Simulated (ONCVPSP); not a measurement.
# Tc (Z = 43): one change to an ONCV potential, before and after

* Element: Tc
* Generator: ONCVPSP 4.0.1
* Type: optimised norm-conserving Vanderbilt (ONCV)
* Functional: PBE
* Relativity: scalar-relativistic
* Frozen core: [Ar] 3d10 4s2
* Valence charge: 13
* Reference configuration: 4p6 4d5 5s2
* Partial waves: 5s: rc 2.85 bohr, ncon 3, nbas 7, qcut 2.5 1/bohr, 3 projectors, debl 1.7 Ha; 4p: rc 1.30 bohr, ncon 3, nbas 7, qcut 5.4 1/bohr, 2 projectors, debl 1.9 Ha; 4d: rc 1.95 bohr, ncon 4, nbas 8, qcut 8.1 1/bohr, 3 projectors, debl 1 Ha; f scattering state at 0.3 Ha: rc 2.60 bohr, ncon 4, nbas 7, qcut 4.1 1/bohr, 2 projectors, debl 1.8 Ha
* Local potential: polynomial inside 0.95 bohr (lpopt 5, dvloc0 0 Ha)
* Core correction: none

All-electron outer shells of the reference configuration (PBE, scalar-relativistic, ld1.x):

```tsv
shell	level (eV)	outermost node (bohr)	outermost maximum (bohr)
4s	-73.38	0.50	0.95
4p	-45.34	0.51	1.03
4d	-6.66	0.50	1.27
5s	-5.04	1.28	2.72
```

Change: all radii scaled by about 1.26 (s 3.60, p 1.64, d 2.46, f 3.28 bohr); local potential polynomial inside 1.20 bohr (lpopt 5, dvloc0 0 Ha).

Cutoffs: the cutoffs (Ha) at which the residual kinetic energy of the hardest occupied pseudo-wave falls to 1 and 0.1 mHa per electron; they do not see the model core or the augmentation charge, which bear on the density cutoff. Errors are all-electron minus pseudo energies relative to the spin-unpolarised reference configuration.

**Question.** Predict the effect on cutoff, ghosts and configuration errors.

**Answer.** The potential gets softer (33 Ha and 102 Ha → 18 Ha and 21 Ha); both files keep a bound ghost (s); the lowest positive-energy flag moves from f at 25.8 eV to f at 14.7 eV; of the 4 tests that both files solve, the error grows in 4 and shrinks in 0 by more than 15 % and 0.3 meV (median size 13.9 → 53.7 meV). A larger radius leaves more room for a smooth pseudo-wave, so fewer plane waves are needed. More of the atom is replaced by a form fitted at one configuration, so other configurations suffer.

```csv
quantity,base,changed
"cutoff, loose",33 Ha,18 Ha
"cutoff, tight",102 Ha,21 Ha
loose cutoff by channel,"s 2.6 Ha, p 33 Ha, d 21 Ha","s 2.1 Ha, p 13 Ha, d 18 Ha"
bound ghosts,s,s
GHOST(+) flags under 300 eV,"f at 25.8 eV, s at 121.0 eV","f at 14.7 eV, s at 113.6 eV"
"error for 4p6 4d5 5s1, meV [ΔE 8.15 eV]",-6.3,-14
"error for 4p6 4d5 5s0, meV [ΔE 23.01 eV]",-32,-93
"error for 4p6 4d4 5s0, meV [ΔE 51.71 eV]",+21,-211
"error for 4p6 4d5 5s1 5p1, meV [ΔE 3.75 eV]",-6.4,-14
```

 A true bound ghost makes a file unfit for plane-wave use even where its test errors are small: the radial tests pick states by their node count and pass the ghost by.
